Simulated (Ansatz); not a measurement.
`C=C[N]([GeH3])[SiH2]Cl` + `[SiH3]N[SiH2]Cl` → `[SiH3]N([SiH2]Cl)[SiH2]Cl` + `C=C[NH][GeH3]`  (ligand exchange at the Si–N bond)

Isolated molecules relaxed with PBE0-D4/def2-TZVP in Ansatz; ΔE leaves out vibrations. CCSD(T)/CBS is the MP2 limit (def2-TZVPP, def2-QZVPP) plus CCSD(T) − MP2 in def2-TZVPP, frozen cores. Functionals use def2-TZVPP. For Ge outer-core shells are correlated without core-valence functions, which leaves a few kJ/mol of doubt a bond. Scalar relativity is left out up to krypton. Each species was taken in one conformer, which may not be the lowest.

`C=C[N]([GeH3])[SiH2]Cl`:

Cartesian coordinates in Å:
```
C 0.441 -2.169 0.020
C 0.177 -1.057 0.703
N -0.167 0.189 0.182
Ge -0.269 0.386 -1.670
Si -0.267 1.549 1.223
Cl 1.532 2.539 1.420
H 0.676 -3.081 0.552
H 0.435 -2.218 -1.063
H 0.211 -1.090 1.791
H 1.088 0.038 -2.297
H -1.364 -0.553 -2.197
H -0.628 1.859 -1.894
H -1.217 2.527 0.655
H -0.646 1.081 2.574
```

`[SiH3]N[SiH2]Cl`:

Z-matrix (Å, degrees):
```
Si
N 1 1.734
H 1 1.484 2 106.6
H 1 1.487 2 112.3 3 120.0
H 1 1.487 2 110.5 3 -119.6
Si 2 1.708 1 127.5 3 -13.2
H 2 1.011 1 116.1 3 179.3
Cl 6 2.065 2 113.2 1 -84.2
H 6 1.479 2 109.4 1 157.8
H 6 1.477 2 108.8 1 33.9
```

`[SiH3]N([SiH2]Cl)[SiH2]Cl`:

Z-matrix (Å, degrees):
```
Si
N 1 1.748
H 1 1.482 2 112.2
H 1 1.492 2 104.1 3 117.6
H 1 1.482 2 112.2 3 -124.8
Si 2 1.728 1 123.3 3 62.3
Si 2 1.725 1 114.7 3 -117.7
Cl 6 2.061 2 106.4 1 0.1
H 6 1.478 2 112.4 1 -116.6
H 6 1.478 2 112.4 1 116.9
Cl 7 2.060 2 107.3 1 180.0
H 7 1.480 2 112.0 1 -62.4
H 7 1.480 2 112.0 1 62.3
```

`C=C[NH][GeH3]`:

Z-matrix (Å, degrees):
```
Ge
N 1 1.840
H 1 1.534 2 106.4
H 1 1.543 2 112.4 3 120.4
H 1 1.535 2 106.4 3 -119.7
C 2 1.378 1 123.3 3 165.5
H 2 1.009 1 117.7 3 -40.0
C 6 1.334 2 126.9 1 159.0
H 6 1.088 2 113.8 1 -22.9
H 8 1.085 6 122.0 2 -2.2
H 8 1.081 6 120.2 2 176.9
```

(1) Is it downhill or uphill in electronic energy at CCSD(T)/CBS, and by how much? (Estimate.)

(2) What do these levels give: PBE0-D4, r2SCAN, PBE0, HF/def2-TZVPP, CCSD(T)/def2-TZVPP, HF/CBS(def2)? (An estimate is asked.)

Largest T1 diagnostic among the species: 0.012.

Results:

(1) The calculation gave: Uphill: ΔE = +12.8 kJ/mol.

(2) Ansatz gave: PBE0-D4 7.7, r2SCAN 8.5, PBE0 9.5, HF/def2-TZVPP 11.1, CCSD(T)/def2-TZVPP 13.0, HF/CBS(def2) 10.8 kJ/mol.

The D4 term adds −3.8 kJ/mol with B3LYP and −1.8 kJ/mol with PBE0; it sums over pairs of atoms, weighted by their polarisabilities, and B3LYP, whose exchange is more repulsive, gets the larger term.

B3LYP here is the variant with VWN-RPA as its local correlation; programs differ in this.
